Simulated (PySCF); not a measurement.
From one molecule to another.

First species: C₃H₇F₂NOSi.
SMILES: `N(C(CC(F)F)=O)[SiH3]`

Second species: C5H12Si2.
Atom-mapped SMILES: `[CH2:1]=[CH:2][CH2:3][CH:4]1[SiH2:5][CH2:6][SiH2:7]1` (hydrogens: H8, H9 on C1; H10 on C2; H11, H12 on C3; H13 on C4; H14, H15 on Si5; H16, H17 on C6; H18, H19 on Si7)

Levels: PBE0/def2-SVPD for dipole moment, HOMO energy, LUMO energy, HOMO–LUMO gap, static isotropic polarisability and electronic spatial extent ⟨r²⟩ about the centre of nuclear charge; TDDFT PBE0/def2-SVPD for lowest singlet excitation; TDA PBE0/def2-SVPD for lowest triplet excitation (Tamm–Dancoff); GFN2-xTB for rotational constant A and rotational constant C. Geometries: GFN2-xTB. Each species is one conformer at its optimised geometry, gas phase, non-relativistic unless stated; the electronic structure was computed with PySCF and density fitting.

The conformers computed, where there is a choice (atom-mapped SMILES and torsion angles):
- `[O:1]=[C:2]([CH2:3][CH:4]([F:5])[F:6])[NH:7][SiH3:8]`: O1–C2–C3–C4 -28°, C2–C3–C4–F5 -84°, O1–C2–N7–Si8 0°
- `[CH2:1]=[CH:2][CH2:3][CH:4]1[SiH2:5][CH2:6][SiH2:7]1`: C1–C2–C3–C4 114°, C2–C3–C4–Si5 -68°

Values for the first species:

| Item | Value |
| --- | --- |
| Dipole moment | 3.76 D |
| HOMO energy | -8.18 eV |
| LUMO energy | -0.18 eV |
| HOMO–LUMO gap | 8.00 eV |
| Lowest singlet excitation | 5.82 eV |
| Lowest triplet excitation (Tamm–Dancoff) | 5.34 eV |
| Static isotropic polarisability | 74.8 au |
| Electronic spatial extent ⟨r²⟩ about the centre of nuclear charge | 1605 bohr² |
| Rotational constant A | 5.038 GHz |
| Rotational constant C | 0.681 GHz |

Task: Estimate the same properties for the second species, and the change in each.

Result: 
| property | first | second | second less first |
| --- | --- | --- | --- |
| dipole moment | 3.76 D | 0.33 D | -3.43 D |
| HOMO energy | -8.18 eV | -7.36 eV | +0.82 eV |
| LUMO energy | -0.18 eV | -0.19 eV | -0.01 eV |
| HOMO–LUMO gap | 8.00 eV | 7.17 eV | -0.83 eV |
| lowest singlet excitation | 5.82 eV | 6.09 eV | +0.27 eV |
| lowest triplet excitation (Tamm–Dancoff) | 5.34 eV | 4.45 eV | -0.89 eV |
| static isotropic polarisability | 74.8 au | 111.6 au | +36.8 au |
| electronic spatial extent ⟨r²⟩ about the centre of nuclear charge | 1605 bohr² | 1370 bohr² | -235 bohr² |
| rotational constant A | 5.038 GHz | 3.157 GHz | -1.881 GHz |
| rotational constant C | 0.681 GHz | 0.892 GHz | +0.211 GHz |

On the first: No computed singlet falls in the visible range (750 to 380 nm, 1.65 to 3.26 eV); S1 lies 2.56 eV above its blue end. The principal polarisabilities are 62.0, 70.7 and 91.7 au; their mean is the isotropic value.

On the second: The 8 singlets span 6.09 to 7.07 eV, and their oscillator strengths add up to 0.41. A dipole of 0.33 D is allowed in C1, and pure rotational transitions are dipole-allowed.
